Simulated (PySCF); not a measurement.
Pd (palladium, neutral) across methods

[Kr] 4d10, closed-shell 1S. All numbers are calculated (PySCF 2.14, scalar relativity by spin-free X2C-1e, in x2c-TZVPPall with one added diffuse shell each of s, p, d, f type (9s7p7d3f1g, 95 functions)). The B2PLYP total includes its PT2 part (frozen core); its orbital energies are those of the SCF part.

```
   method  E (hartree)  mean ε 4s (eV)  mean ε 4p (eV)  mean ε 4d (eV)  Σ⟨r²⟩ (bohr²)   ⟨S²⟩
      UHF  -5042.74201         -104.46         -65.369          -8.926          42.98  0.000
BHandHLYP     -5045.25         -95.253         -58.649          -6.807          43.86  0.000
     MN15     -5048.57         -87.409         -54.465          -6.276          43.91  0.000
   r2SCAN     -5045.27         -87.372         -52.569          -4.027          44.44  0.000
      PBE     -5044.88         -85.181         -51.173          -4.048          45.14  0.000
   PBEsol     -5042.34         -85.096         -51.113          -4.052          45.02  0.000
   B2PLYP     -5044.73         -95.624         -58.870          -6.755          43.93  0.000
     PBE0     -5044.94         -90.186         -54.892          -5.409          44.22  0.000
```

**Question.** Estimate the same row for LDA.

**Answer.** E (hartree) = -5039.94; mean ε 4s (eV) = -85.280; mean ε 4p (eV) = -51.331; mean ε 4d (eV) = -4.311; Σ⟨r²⟩ (bohr²) = 45.08; ⟨S²⟩ = 0.000.
